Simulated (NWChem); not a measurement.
Species: C₃H₇O cation; SMILES CC(C)=[OH+]

```xyz
11

C     -0.6421    -1.2972     0.0236
C      0.0611    -0.0140     0.0025
C     -0.6428     1.2737    -0.0119
O      1.3303    -0.0751     0.0005
H     -1.5754    -1.2332     0.6012
H     -0.9391    -1.5111    -1.0232
H      0.0062    -2.1124     0.3693
H     -0.0037     2.1215    -0.2961
H     -1.0262     1.4440     1.0135
H     -1.5325     1.2220    -0.6583
H      1.7762     0.7928    -0.0482
```
Atoms are numbered in this order, from 1.

Program: NWChem. The geometry was optimised at PBE0/def2-SVP. Atomic charges in e: unrestrained fits to the electrostatic potential beside Mulliken populations; buried atoms are poorly determined by the fit.

**Question.** Estimate the computed values for B3LYP/def2-SVP. Quantities: ESP C1; Mulliken C1; ESP C2; Mulliken C2; ESP C3; Mulliken C3; ESP O4; Mulliken O4; relative RMS misfit of the potential (%).

**Answer.** 
```json
{
  "ESP C1": "-0.30",
  "Mulliken C1": "0.04",
  "ESP C2": "0.64",
  "Mulliken C2": "-0.03",
  "ESP C3": "-0.38",
  "Mulliken C3": "0.03",
  "ESP O4": "-0.39",
  "Mulliken O4": "0.01",
  "relative RMS misfit of the potential (%)": "2"
}
```
